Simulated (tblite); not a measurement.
C8H17P.
SMILES with atom numbers: `[CH2:1]=[CH:2][P:3]([CH2:4][CH3:5])[CH2:6][CH:7]([CH3:8])[CH3:9]` (hydrogens: H10, H11 on C1; H12 on C2; H13, H14 on C4; H15, H16, H17 on C5; H18, H19 on C6; H20 on C7; H21, H22, H23 on C8; H24, H25, H26 on C9)

Computed with GFN2-xTB (tblite), gas phase: L-BFGS steps from a force-field or distance-geometry start until the largest atomic force falls under 0.01 eV/Å.

Step 0: E = -769.4391 eV
```
atom  x, y, z in Å  |  force x, y, z in eV/Å
C1     -2.8007   -1.6687    1.1412   -0.052   0.058  -0.006
C2     -1.6215   -1.4354    0.5713   -0.275   0.102   0.007
P3     -1.0539    0.3015    0.3100   -0.317  -0.004   0.639
C4     -1.9592    0.6742   -1.2814   -0.071  -0.310   0.166
C5     -1.6805    2.0677   -1.7798    0.153   0.700  -0.296
C6      0.6437    0.0137   -0.3526    0.465  -0.200   0.154
C7      1.6633   -0.4184    0.7203    0.227   0.100   0.238
C8      2.0434    0.7313    1.6716   -0.385   0.097  -0.014
C9      2.9352   -0.9575    0.0494   -0.217  -0.242  -0.152
H10    -3.1534   -2.6820    1.3261    0.060   0.310  -0.041
H11    -3.4760   -0.8630    1.4418    0.362  -0.343  -0.144
H12    -0.9913   -2.2879    0.3135    0.056   0.352  -0.031
H13    -1.6950   -0.0662   -2.0301    0.140  -0.190  -0.237
H14    -3.0311    0.5693   -1.0972   -0.001  -0.042   0.187
H15    -0.6258    2.2174   -2.0345   -0.181  -0.099   0.089
H16    -2.2640    2.2587   -2.6833    0.043   0.012   0.028
H17    -1.9549    2.8337   -1.0459    0.055  -0.258  -0.044
H18     1.0012    0.9280   -0.8310   -0.043   0.111   0.075
H19     0.5879   -0.7458   -1.1293   -0.006  -0.264  -0.170
H20     1.2500   -1.2354    1.3338   -0.117   0.177  -0.154
H21     2.4497    1.5822    1.1183   -0.045  -0.185   0.026
H22     2.7876    0.4022    2.3957    0.004  -0.046  -0.117
H23     1.1769    1.0895    2.2461    0.130  -0.178  -0.319
H24     2.6918   -1.8183   -0.5938    0.136   0.313   0.229
H25     3.6609   -1.2817    0.7980   -0.130   0.043  -0.103
H26     3.3946   -0.1863   -0.5650    0.008  -0.013  -0.012
```

**Question.** Estimate the geometry and energy of step 1. (The exact step hangs on the optimiser's Hessian estimate; all steps are aligned on step 0, rigid shifts and turns removed.)

**Answer.** E = -769.4724 eV, largest force 0.413 eV/Å
```
atom  x, y, z in Å  |  force x, y, z in eV/Å
C1     -2.8014   -1.6679    1.1411   -0.015  -0.053  -0.021
C2     -1.6254   -1.4340    0.5714   -0.107   0.090  -0.031
P3     -1.0584    0.3014    0.3191   -0.112   0.004   0.398
C4     -1.9602    0.6698   -1.2790    0.074  -0.006   0.011
C5     -1.6783    2.0777   -1.7840   -0.015   0.062  -0.076
C6      0.6504    0.0109   -0.3504    0.183  -0.137   0.096
C7      1.6665   -0.4170    0.7237    0.127   0.025   0.079
C8      2.0379    0.7327    1.6714   -0.018  -0.029  -0.021
C9      2.9321   -0.9609    0.0472   -0.022   0.070   0.035
H10    -3.1526   -2.6776    1.3255    0.017   0.184  -0.025
H11    -3.4709   -0.8679    1.4398    0.194  -0.150  -0.068
H12    -0.9905   -2.2829    0.3131    0.042   0.342  -0.031
H13    -1.6930   -0.0689   -2.0335    0.105  -0.111  -0.126
H14    -3.0311    0.5687   -1.0945   -0.024  -0.045   0.166
H15    -0.6284    2.2159   -2.0332    0.004  -0.040   0.030
H16    -2.2634    2.2588   -2.6829   -0.010   0.056  -0.070
H17    -1.9541    2.8300   -1.0466    0.018  -0.096   0.050
H18     1.0006    0.9296   -0.8299   -0.049   0.046   0.099
H19     0.5878   -0.7495   -1.1317    0.010  -0.164  -0.049
H20     1.2483   -1.2329    1.3316   -0.116   0.127  -0.093
H21     2.4490    1.5795    1.1187   -0.044  -0.128  -0.003
H22     2.7877    0.4015    2.3941   -0.067  -0.006  -0.146
H23     1.1788    1.0869    2.2415   -0.079  -0.092  -0.182
H24     2.6937   -1.8138   -0.5905    0.043   0.088   0.066
H25     3.6591   -1.2811    0.7965   -0.111   0.023  -0.098
H26     3.3948   -0.1864   -0.5652   -0.029  -0.060   0.014
```

The energy changes by -0.0333 eV. The first-order estimate −F·Δx gives -0.0482 eV and the mean of the old and new forces, exact on a quadratic surface, -0.0333 eV. The step makes an angle of 1° with the force vector and moves no atom by more than 0.011 Å.
